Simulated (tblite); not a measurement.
Compound: C4H7F2OS (doublet state).
Z-matrix (Å and degrees, GFN2-xTB geometry), rows numbered from 1:
```
C 
C   1  1.4644
O   2  1.4383  1  109.32
C   3  1.3374  2  116.48  1  -172.19
F   4  1.3791  3  111.11  2    60.89
F   4  1.3667  3  111.85  2   -53.33
C   4  1.5213  3  111.24  2  -178.14
S   7  1.8166  4  111.68  3    55.37
H   1  1.0696  2  119.98  3    14.53
H   1  1.0700  2  119.28  3  -167.54
H   2  1.1064  1  111.74  3  -119.90
H   2  1.1023  1  111.52  3   120.81
H   7  1.0897  4  108.60  3   -66.00
H   7  1.0889  4  109.11  3   173.72
H   8  1.3305  7   95.80  4   -54.57
```

Computed values, GFN2-xTB/tblite, gas phase, harmonic and unscaled. Errors from tens to a few hundred cm⁻¹ against measured bands are possible. Modes of hydrogen on sulfur can be 10 to 20 % off. One conformer, not necessarily the lowest. Open shells enter through the occupations alone, without spin polarisation, and single modes of such species can be off by tens of per cent.

Harmonic wavenumbers (cm⁻¹): 49.3, 66.8, 99.8, 126.1, 135.7, 200.7, 220.6, 328.2, 333.5, 350.3, 409.2, 488.7, 519.2, 599.1, 745.2, 785.6, 809.2, 860.5, 908.3, 931.0, 964.5, 1045.5, 1070.8, 1144.4, 1165.9, 1173.7, 1214.2, 1233.2, 1314.5, 1360.7, 1403.8, 1420.6, 2449.5, 2763.5, 2843.3, 2993.8, 3024.8, 3161.0, 3216.9.

A = 2309, B = 1168, C = 921.7 MHz; mass 141.019 u (most abundant isotopes); point group C1, symmetry number 1; spin multiplicity 2.

Q: What is the zero-point energy?

A: Half the sum of the wavenumbers: 21966 cm⁻¹ = 62.80 kcal/mol.

Q: Give the ideal-gas entropy at 200 K and 1 bar in the rigid-rotor, harmonic-oscillator model (classical rotation).

A: Translation 38.79, rotation 28.06, vibration 20.56, spin (R ln 2) 1.38: S = 88.8 cal/(mol K).

Q: And Cp and H(200 K) − H(0)?

A: Cp = 28.95 cal/(mol K), of which vibrations give 21.01 (their classical limit is 39 R = 77.5); H(200 K) − H(0) = 3.82 kcal/mol without the zero-point energy, 2.23 from vibrations.

Q: Which modes carry the vibrational entropy at 200 K?

A: 49.3 cm⁻¹: 4.06; 66.8 cm⁻¹: 3.46; 99.8 cm⁻¹: 2.69; 126.1 cm⁻¹: 2.25; 135.7 cm⁻¹: 2.11; 200.7 cm⁻¹: 1.42 cal/(mol K); the other 33 give 4.57 together.

Q: What must be added to the electronic energy to get the Gibbs energy at 200 K and 1 bar?

A: ZPE + [H(200 K) − H(0)] − T·S = 62.80 + 3.82 − 17.76 = 48.86 kcal/mol.

Q: Blend soft modes into free rotors: weight 1/[1 + (100 cm⁻¹/ν̃)⁴] for the oscillator and the rest for a rotor with moment μB/(μ + B), μ = h/(8π²ν), B = 10⁻⁴⁴ kg m². What vibrational entropy results?

A: 19.16 cal/(mol K) in place of 20.56, which changes −T·S at 200 K by +0.28 kcal/mol.

Hindered rotation and anharmonicity are outside this model. Other conformers, if any are populated, would add a mixing term that is left out. The structure is chiral; the term R ln 2 for an equal mix with its mirror image is left out.

Hardware: Arm Neoverse V1, one thread, no GPU, on a shared host. Cost: 0.47 s of wall time. This covers the Hessian and the dipole derivatives.
